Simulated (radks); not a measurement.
Ionisation of the magnesium ion Mg2+, [Ne], to [He] 2s2 2p5 as the strength of local exchange is varied. All-electron calculation, non-relativistic Kohn-Sham, Slater X-alpha exchange (alpha = 2/3 is LDA exchange), no correlation, spin-polarised, spherical densities, point nucleus. Program: a radial shooting solver on a logarithmic mesh with Libxc functionals.

alpha	E(Mg2+) (hartree)	exchange (hartree)	IE (eV)	-e of the level emptied (eV)	<r> of it (bohr)
0.555	-195.09931	-11.72724	74.741	61.199 (2p)	0.6986
0.667	-197.47763	-14.23368	78.579	64.941 (2p)	0.6865
0.696	-198.09727	-14.89030	79.589	65.927 (2p)	0.6835
0.712	-198.43982	-15.25392	80.149	66.475 (2p)	0.6818
0.828	-200.93759	-17.91871	84.270	70.511 (2p)	0.6700
0.849	-201.39246	-18.40649	85.028	71.255 (2p)	0.6679
0.883	-202.13067	-19.19971	86.261	72.466 (2p)	0.6646
0.983	-204.31438	-21.55767	89.941	76.087 (2p)	0.6550

NIST Atomic Spectra Database: 80.144 eV (measured). The Delta-SCF value meets it near alpha = 0.71. Open shells are spherical and high-spin; term and fine-structure splittings are not resolved.
